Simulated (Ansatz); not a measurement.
Nudged elastic band run: Cl$_{3}$H$_{5}$OSi$_{2}$

Input file:

```yaml
crystal:
  periodic: [false, false, false]
  atoms:
    - { symbol: Si, position_ang: [0.525303, 0.175615, -0.226739] }
    - { symbol: H, position_ang: [0.471232, 0.086897, 1.237752] }
    - { symbol: Cl, position_ang: [2.471523, 0.578246, -0.736405] }
    - { symbol: Cl, position_ang: [-0.637978, 1.687798, -0.946891] }
    - { symbol: Cl, position_ang: [0.019409, -1.598009, -1.112096] }
    - { symbol: O, position_ang: [-2.130895, -0.421693, 1.069685] }
    - { symbol: Si, position_ang: [-3.459245, -0.947968, 0.195952] }
    - { symbol: H, position_ang: [-3.490092, -2.433959, 0.076324] }
    - { symbol: H, position_ang: [-4.729294, -0.512186, 0.846106] }
    - { symbol: H, position_ang: [-3.33382, -0.330428, -1.143467] }
    - { symbol: H, position_ang: [-2.098242, -0.717113, 1.98768] }
basis:
  gaussian: { orbitals: "6-31G*" }
hamiltonian:
  xc: pbe0
  dispersion: d4
neb:
  order_check: false
  images: 7
  f_tol: 0.03
  max_iterations: 60
  final_atoms:
    - { symbol: Si, position_ang: [-0.21314047, -0.26855295, -0.76851185] }
    - { symbol: H, position_ang: [-0.73360058, 1.19417321, 2.85709541] }
    - { symbol: Cl, position_ang: [1.42997601, -0.84754344, 0.27671938] }
    - { symbol: Cl, position_ang: [-0.2033122, 1.75774264, -0.97231242] }
    - { symbol: Cl, position_ang: [-0.16838098, -1.11406107, -2.62557488] }
    - { symbol: O, position_ang: [-1.52987342, -0.73738527, 0.02943825] }
    - { symbol: Si, position_ang: [-3.1413649, -1.17285555, -0.00275303] }
    - { symbol: H, position_ang: [-3.24253346, -2.6200807, -0.31547513] }
    - { symbol: H, position_ang: [-3.69501438, -0.89246059, 1.34342956] }
    - { symbol: H, position_ang: [-3.85326669, -0.37628847, -1.03463337] }
    - { symbol: H, position_ang: [-1.04158791, 0.64451219, 2.46047909] }
  initial_path:
    images:
      - { positions_ang: [[0.525303, 0.175615, -0.226739], [0.471232, 0.086897, 1.237752], [2.471523, 0.578246, -0.736405], [-0.637978, 1.687798, -0.946891], [0.019409, -1.598009, -1.112096], [-2.130895, -0.421693, 1.069685], [-3.459245, -0.947968, 0.195952], [-3.490092, -2.433959, 0.076324], [-4.729294, -0.512186, 0.846106], [-3.33382, -0.330428, -1.143467], [-2.098242, -0.717113, 1.98768]] }
      - { positions_ang: [[0.39481292, 0.12947075, -0.16674185], [0.35118351, 0.0593702, 1.38410193], [2.35781104, 0.4295262, -0.72291912], [-0.72438698, 1.70116099, -0.88242333], [-0.23703513, -1.63219841, -1.01320685], [-2.06812568, -0.31663898, 0.95847366], [-3.37469044, -0.93550793, 0.13036549], [-3.27419797, -2.38213678, -0.04665934], [-4.60207799, -0.64005912, 0.85610332], [-3.39948328, -0.30388162, -1.1753969], [-1.815909, -0.54190531, 1.92620399]] }
      - { positions_ang: [[0.26432284, 0.0833265, -0.10674469], [0.23113503, 0.03184341, 1.53045185], [2.24409908, 0.28080639, -0.70943324], [-0.81079596, 1.71452399, -0.81795566], [-0.49347926, -1.66638782, -0.9143177], [-2.00535636, -0.21158496, 0.84726231], [-3.29013588, -0.92304786, 0.06477898], [-3.05830395, -2.33031456, -0.16964268], [-4.47486198, -0.76793224, 0.86610063], [-3.46514656, -0.27733523, -1.20732679], [-1.533576, -0.36669761, 1.86472799]] }
      - { positions_ang: [[0.13383276, 0.03718225, -0.04674754], [0.11108654, 0.00431661, 1.67680178], [2.13038712, 0.13208659, -0.69594737], [-0.89720494, 1.72788698, -0.75348799], [-0.7499234, -1.70057722, -0.81542856], [-1.94258704, -0.10653094, 0.73605097], [-3.20558132, -0.9105878, -0.00080753], [-2.84240992, -2.27849234, -0.29262601], [-4.34764597, -0.89580536, 0.87609795], [-3.53080984, -0.25078885, -1.23925669], [-1.251243, -0.19148992, 1.80325198]] }
      - { positions_ang: [[0.00334268, -0.00896201, 0.01324961], [-0.00896195, -0.02321018, 1.82315171], [2.01667516, -0.01663321, -0.68246149], [-0.98361391, 1.74124997, -0.68902031], [-1.00636753, -1.73476663, -0.71653941], [-1.87981772, -0.00147691, 0.62483963], [-3.12102676, -0.89812773, -0.06639404], [-2.6265159, -2.22667012, -0.41560935], [-4.22042996, -1.02367848, 0.88609526], [-3.59647312, -0.22424247, -1.27118659], [-0.96891, -0.01628223, 1.74177598]] }
      - { positions_ang: [[-0.05077811, -0.07385974, -0.18219075], [-0.19012161, 0.28113567, 2.08163763], [1.87000037, -0.22436077, -0.44266627], [-0.78853848, 1.74537314, -0.75984334], [-0.79687089, -1.57959024, -1.19379828], [-1.79233165, -0.185454, 0.47598928], [-3.12611129, -0.96680968, -0.05048379], [-2.78052029, -2.32502277, -0.3905758], [-4.08907607, -0.99087401, 1.00042884], [-3.66067151, -0.26225397, -1.21204828], [-0.98707948, 0.14891638, 1.92145176]] }
      - { positions_ang: [[-0.10489889, -0.13875748, -0.37763112], [-0.37128127, 0.58548152, 2.34012356], [1.72332559, -0.43208833, -0.20287105], [-0.59346306, 1.7494963, -0.83066637], [-0.58737426, -1.42441385, -1.67105715], [-1.70484557, -0.36943109, 0.32713894], [-3.13119583, -1.03549164, -0.03457354], [-2.93452468, -2.42337541, -0.36554224], [-3.95772217, -0.95806953, 1.11476241], [-3.72486991, -0.30026547, -1.15290998], [-1.00524895, 0.31411498, 2.10112754]] }
      - { positions_ang: [[-0.15901968, -0.20365521, -0.57307148], [-0.55244092, 0.88982737, 2.59860948], [1.5766508, -0.63981589, 0.03692416], [-0.39838763, 1.75361947, -0.9014894], [-0.37787762, -1.26923746, -2.14831601], [-1.6173595, -0.55340818, 0.17828859], [-3.13628037, -1.10417359, -0.01866328], [-3.08852907, -2.52172805, -0.34050868], [-3.82636828, -0.92526506, 1.22909599], [-3.7890683, -0.33827697, -1.09377168], [-1.02341843, 0.47931358, 2.28080331]] }
      - { positions_ang: [[-0.21314047, -0.26855295, -0.76851185], [-0.73360058, 1.19417321, 2.85709541], [1.42997601, -0.84754344, 0.27671938], [-0.2033122, 1.75774264, -0.97231242], [-0.16838098, -1.11406107, -2.62557488], [-1.52987342, -0.73738527, 0.02943825], [-3.1413649, -1.17285555, -0.00275303], [-3.24253346, -2.6200807, -0.31547513], [-3.69501438, -0.89246059, 1.34342956], [-3.85326669, -0.37628847, -1.03463337], [-1.04158791, 0.64451219, 2.46047909]] }
```

Run as:

```bash
$ ansatz run input.yaml --threads 4 --pin off --max-ram 5120MiB --backend cpu --events-out ev --progress --plain --runs-dir out
```

Output, in part (warnings, iteration lines, the closing report on the highest movable image, with atoms numbered from 0):

```
NEB end point (image 0): max|allowed force component| = 2.713e-2 eV/Å (the criterion of neb.relax_end_points is 1.000e-2)
NEB end point (image 8): max|allowed force component| = 2.604e-2 eV/Å (the criterion of neb.relax_end_points is 1.000e-2)
NEB iter   1: max|band force component| = 7.712e0 eV/Å  barrier→ = 6.7131 eV  barrier← = 7.6604 eV  Δτ_max = 0.2000 Å  (234 SCF iters)
NEB iter   2: max|band force component| = 4.879e0 eV/Å  barrier→ = 4.0887 eV  barrier← = 5.0361 eV  Δτ_max = 0.2000 Å  (217 SCF iters)
NEB iter   3: max|band force component| = 5.711e0 eV/Å  barrier→ = 2.6809 eV  barrier← = 3.6282 eV  Δτ_max = 0.1030 Å  (199 SCF iters)
NEB iter   4: max|band force component| = 1.607e0 eV/Å  barrier→ = 2.3030 eV  barrier← = 3.2504 eV  Δτ_max = 0.1998 Å  (201 SCF iters)
NEB iter   5: max|band force component| = 2.863e0 eV/Å  barrier→ = 1.5423 eV  barrier← = 2.4896 eV  Δτ_max = 0.1032 Å  (202 SCF iters)
NEB iter   6: max|band force component| = 1.694e0 eV/Å  barrier→ = 1.6405 eV  barrier← = 2.5879 eV  Δτ_max = 0.1001 Å  (192 SCF iters)
NEB iter   7: max|band force component| = 1.503e0 eV/Å  barrier→ = 1.8922 eV  barrier← = 2.8395 eV  Δτ_max = 0.1002 Å  (196 SCF iters)
NEB iter   8: max|band force component| = 1.004e0 eV/Å  barrier→ = 1.8764 eV  barrier← = 2.8237 eV  Δτ_max = 0.1013 Å  (192 SCF iters)
NEB iter   9: max|band force component| = 7.723e-1 eV/Å  barrier→ = 1.7499 eV  barrier← = 2.6972 eV  Δτ_max = 0.1021 Å  (199 SCF iters)
NEB iter  10: max|band force component| = 5.313e-1 eV/Å  barrier→ = 1.6345 eV  barrier← = 2.5819 eV  Δτ_max = 0.1973 Å  (196 SCF iters)
NEB iter  11: max|band force component| = 5.614e-1 eV/Å  barrier→ = 1.6936 eV  barrier← = 2.6409 eV  Δτ_max = 0.1001 Å  (193 SCF iters)
NEB iter  12: max|band force component| = 5.343e-1 eV/Å  barrier→ = 1.5906 eV  barrier← = 2.5379 eV  Δτ_max = 0.1004 Å  (195 SCF iters)
NEB iter  13: max|band force component| = 1.019e0 eV/Å  barrier→ = 1.4783 eV  barrier← = 2.4256 eV  CI = image 3  Δτ_max = 0.0999 Å  (199 SCF iters)
NEB iter  14: max|band force component| = 7.018e-1 eV/Å  barrier→ = 1.5846 eV  barrier← = 2.5319 eV  CI = image 3  Δτ_max = 0.1987 Å  (197 SCF iters)
NEB iter  15: max|band force component| = 6.884e-1 eV/Å  barrier→ = 1.6889 eV  barrier← = 2.6362 eV  CI = image 3  Δτ_max = 0.1004 Å  (202 SCF iters)
NEB iter  16: max|band force component| = 3.424e-1 eV/Å  barrier→ = 1.6488 eV  barrier← = 2.5962 eV  CI = image 3  Δτ_max = 0.1001 Å  (196 SCF iters)
NEB iter  17: max|band force component| = 4.556e-1 eV/Å  barrier→ = 1.6197 eV  barrier← = 2.5670 eV  CI = image 3  Δτ_max = 0.0502 Å  (195 SCF iters)
NEB iter  18: max|band force component| = 3.419e-1 eV/Å  barrier→ = 1.6001 eV  barrier← = 2.5474 eV  CI = image 3  Δτ_max = 0.1008 Å  (198 SCF iters)
NEB iter  19: max|band force component| = 3.499e-1 eV/Å  barrier→ = 1.5632 eV  barrier← = 2.5105 eV  CI = image 3  Δτ_max = 0.1003 Å  (191 SCF iters)
NEB iter  20: max|band force component| = 2.064e-1 eV/Å  barrier→ = 1.5338 eV  barrier← = 2.4811 eV  CI = image 3  Δτ_max = 0.2000 Å  (190 SCF iters)
NEB iter  21: max|band force component| = 2.133e-1 eV/Å  barrier→ = 1.4965 eV  barrier← = 2.4438 eV  CI = image 3  Δτ_max = 0.1006 Å  (188 SCF iters)
NEB iter  22: max|band force component| = 1.865e-1 eV/Å  barrier→ = 1.4830 eV  barrier← = 2.4303 eV  CI = image 3  Δτ_max = 0.0502 Å  (189 SCF iters)
NEB iter  23: max|band force component| = 1.661e-1 eV/Å  barrier→ = 1.4774 eV  barrier← = 2.4248 eV  CI = image 3  Δτ_max = 0.0503 Å  (192 SCF iters)
NEB iter  24: max|band force component| = 1.766e-1 eV/Å  barrier→ = 1.4749 eV  barrier← = 2.4222 eV  CI = image 3  Δτ_max = 0.0501 Å  (191 SCF iters)
NEB iter  25: max|band force component| = 1.318e-1 eV/Å  barrier→ = 1.4729 eV  barrier← = 2.4202 eV  CI = image 3  Δτ_max = 0.0499 Å  (200 SCF iters)
NEB iter  26: max|band force component| = 1.980e-1 eV/Å  barrier→ = 1.4705 eV  barrier← = 2.4179 eV  CI = image 3  Δτ_max = 0.0251 Å  (198 SCF iters)
NEB iter  27: max|band force component| = 1.314e-1 eV/Å  barrier→ = 1.4693 eV  barrier← = 2.4166 eV  CI = image 3  Δτ_max = 0.0252 Å  (191 SCF iters)
NEB iter  28: max|band force component| = 1.071e-1 eV/Å  barrier→ = 1.4680 eV  barrier← = 2.4154 eV  CI = image 3  Δτ_max = 0.0250 Å  (197 SCF iters)
NEB iter  29: max|band force component| = 8.447e-2 eV/Å  barrier→ = 1.4668 eV  barrier← = 2.4142 eV  CI = image 3  Δτ_max = 0.0250 Å  (189 SCF iters)
NEB iter  30: max|band force component| = 5.891e-2 eV/Å  barrier→ = 1.4657 eV  barrier← = 2.4130 eV  CI = image 3  Δτ_max = 0.0250 Å  (201 SCF iters)
NEB iter  31: max|band force component| = 4.422e-2 eV/Å  barrier→ = 1.4649 eV  barrier← = 2.4122 eV  CI = image 3  Δτ_max = 0.0250 Å  (200 SCF iters)
NEB iter  32: max|band force component| = 3.627e-2 eV/Å  barrier→ = 1.4642 eV  barrier← = 2.4116 eV  CI = image 3  Δτ_max = 0.0499 Å  (201 SCF iters)
NEB iter  33: max|band force component| = 4.962e-2 eV/Å  barrier→ = 1.4638 eV  barrier← = 2.4111 eV  CI = image 3  Δτ_max = 0.0250 Å  (187 SCF iters)
NEB iter  34: max|band force component| = 3.051e-2 eV/Å  barrier→ = 1.4633 eV  barrier← = 2.4106 eV  CI = image 3  Δτ_max = 0.0250 Å  (191 SCF iters)
NEB iter  35: max|band force component| = 3.258e-2 eV/Å  barrier→ = 1.4628 eV  barrier← = 2.4102 eV  CI = image 3  Δτ_max = 0.0125 Å  (178 SCF iters)
NEB iter  36: max|band force component| = 3.522e-2 eV/Å  barrier→ = 1.4625 eV  barrier← = 2.4098 eV  CI = image 3  Δτ_max = 0.0063 Å  (161 SCF iters)
NEB iter  37: max|band force component| = 3.576e-2 eV/Å  barrier→ = 1.4623 eV  barrier← = 2.4096 eV  CI = image 3  Δτ_max = 0.0063 Å  (160 SCF iters)
NEB iter  38: max|band force component| = 3.264e-2 eV/Å  barrier→ = 1.4621 eV  barrier← = 2.4095 eV  CI = image 3  Δτ_max = 0.0063 Å  (160 SCF iters)
NEB iter  39: max|band force component| = 2.531e-2 eV/Å  barrier→ = 1.4620 eV  barrier← = 2.4093 eV  CI = image 3  Δτ_max = 0.0000 Å  (335 SCF iters)
Total energy: -55431.49205717 eV, -2037.0697602862 hartree
Atom 0 at    -0.172835     0.081946    -0.129559 Å, force     0.000908     0.000189     0.001316 eV/Å
Atom 1 at    -0.264433     0.787951     1.392511 Å, force     0.000514     0.000552     0.001914 eV/Å
Atom 2 at     1.598653    -0.803903     0.433302 Å, force    -0.002827    -0.001248     0.000612 eV/Å
Atom 3 at    -0.069969     1.966158    -0.956677 Å, force     0.002957     0.001447     0.000962 eV/Å
Atom 4 at    -0.572867    -1.036114    -1.876876 Å, force    -0.002527     0.000859    -0.003860 eV/Å
Atom 5 at    -1.712616    -0.439943     0.608366 Å, force    -0.007649     0.007894    -0.011414 eV/Å
Atom 6 at    -3.204781    -1.181949     0.154231 Å, force    -0.000065    -0.001068    -0.000368 eV/Å
Atom 7 at    -2.948262    -2.600298    -0.170287 Å, force     0.002012    -0.002556     0.003116 eV/Å
Atom 8 at    -4.035401    -1.042893     1.373488 Å, force    -0.000672     0.001430    -0.000008 eV/Å
Atom 9 at    -3.779899    -0.429673    -0.981454 Å, force     0.001458    -0.005067     0.000894 eV/Å
Atom 10 at    -1.229689     0.265918     1.400855 Å, force     0.005891    -0.002432     0.006835 eV/Å
Dipole moment:    -0.812214    -0.157488     0.462278 e Å
```

It converged. A structure lower than the first end lies on the path between it and the top, so the climb from that side starts below the end, which may itself be a saddle point or a shallow side well. Neighbouring images differ by up to 1.8 eV, so the band resolves the path poorly. A vibrational analysis at the climbing image gives one clearly imaginary mode, 1453i cm⁻¹: a first-order saddle point. The orbitals stay closed-shell, which can raise the energy where a bond breaks towards radicals; this wasn't checked here.

Final band (atoms are numbered from 1 in the order of the input):

```tsv
image	path coordinate (Å)	energy (eV)	Si1–H2 (Å)	O6–H11 (Å)	Si1–O6 (Å)
0	0.00	0.00	1.47	0.96	3.02
1	1.63	-0.02	1.47	0.96	2.99
2	3.26	0.33	1.47	0.96	2.48
3	4.89	1.46	1.68	1.17	1.79
4	5.76	-0.34	2.40	1.86	1.63
5	6.63	-0.90	3.20	2.45	1.61
6	7.51	-0.95	3.86	2.84	1.61
7	8.38	-0.95	4.18	2.83	1.61
8	9.25	-0.95	3.94	2.84	1.61
```

Time of the run: 13 min on 4 threads of Arm Neoverse V1, with other jobs on the host, peak memory 0.35 GiB.
